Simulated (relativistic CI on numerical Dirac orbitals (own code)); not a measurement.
# Cr⁵⁺: L-alpha,beta X-ray emission

Computed with this model: Dirac-Coulomb-Breit CI, separate exchange-only KLI orbitals for each configuration, QED by a radiative potential, valence Slater integrals scaled by 0.8, multiplet model of X-ray emission after core ionisation; configurations [Ar] 3d → [He] 2s2 2p5 3s2 3p6 3d → [Ne] 3s2 3p6; 300 K; Lorentzian 0.84 eV and Gaussian 0.5 eV FWHM. Energies are those of the free ion, without screening or charge transfer. S is read from ⟨S²⟩ = S(S + 1).

Field parameters in Wybourne normalisation: D3d B²₀ = −7Dσ, B⁴₀ = −14Dq − 21Dτ, B⁴₃ = −14√(10/7) Dq. The field is a parameter set, without covalency.

free ion: ground-state S = 0.50, centroid 600.73 eV. Peaks (eV, height): 594.2 (21), 602.1 (100).

D3d, 10Dq = 27900, Dσ = -1200, Dτ = -10 cm⁻¹: ground-state S = 0.50, centroid 598.39 eV. Peaks (eV, height): 589.6 (8), 591.2 (16), 594.9 (29), 599.3 (100), 603.0 (44).

D3d, 10Dq = 27900, Dσ = 720, Dτ = -10 cm⁻¹: ground-state S = 0.50, centroid 597.95 eV. Peaks (eV, height): 589.6 (9), 591.2 (30), 594.9 (33), 599.3 (100), 603.0 (47).

Strongest unbroadened transitions for free ion:

```json
{"Energy (eV)": "589.57", "Relative strength": "0.7"}
{"Energy (eV)": "594.16", "Relative strength": "20.2"}
{"Energy (eV)": "602.14", "Relative strength": "100.0"}
```
